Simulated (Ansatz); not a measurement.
Total energies of AlGeH₅O₂Si (`[OH][Al]1[O][GeH2][SiH2]1`).

```xyz
10

O    -1.2065    2.0060   -1.8694
Al   -0.5409    0.8088   -0.8869
O    -0.3690   -0.8284   -1.3404
Ge    0.3964   -1.6578    0.0823
Si    0.4485    0.4068    1.3087
H    -1.3039    2.9221   -1.6179
H    -0.5628   -2.7663    0.5541
H     1.7314   -2.2647   -0.3875
H    -0.3984    0.4458    2.5312
H     1.8054    0.9277    1.6258
```

The species carries charge 0 and has multiplicity 1. Correlated methods include outer-core shells of Ge, which these sets cover unevenly. Scalar relativity is left out up to krypton. The geometry is a stationary point of PBE0-D4/def2-TZVP. It is one conformer, not always the lowest. Basis def2-TZVPP, Ansatz 0.2.0.

RPA on PBE orbitals: Hartree–Fock energy of these orbitals -2758.97624 Eh, correlation -1.49076 Eh (frozen core).

| functional | energy without D4 (Eh) | D4 term (kJ/mol) |
| --- | --- | --- |
| LDA (SPW92) | -2756.12921 | – |
| PBE | -2761.82567 | -24.4 |
| revPBE | -2762.26172 | -60.6 |
| BLYP | -2762.61670 | -51.6 |
| r2SCAN | -2762.45807 | -5.7 |
| B97M-V | -2762.02636 | – |
| PBE0 | -2761.92968 | -21.0 |
| B3LYP | -2762.67934 | -39.9 |
| r2SCANh | -2762.43612 | -6.3 |
| r2SCAN0 | -2762.40505 | -7.0 |
| HSE06 (plane-wave form) | -2761.91075 | -19.9 |
| BHLYP | -2762.49474 | -36.0 |
| CAM-B3LYP | -2762.67209 | -21.8 |
| LC-ωPBE | -2762.05118 | – |
| ωB97X-V | -2762.26159 | – |
| ωB97M-V | -2762.38705 | – |
| B2PLYP | -2761.88896 | – |
| PBE-QIDH | -2761.41096 | – |

B3LYP takes the VWN-RPA correlation (the form of Gaussian; ORCA's B3LYP/G). HSE06 is the plane-wave form, built on full-range PBE exchange. The double hybrids freeze the cores in their second-order part.

LC-ωPBE has ω = 0.4 bohr⁻¹.
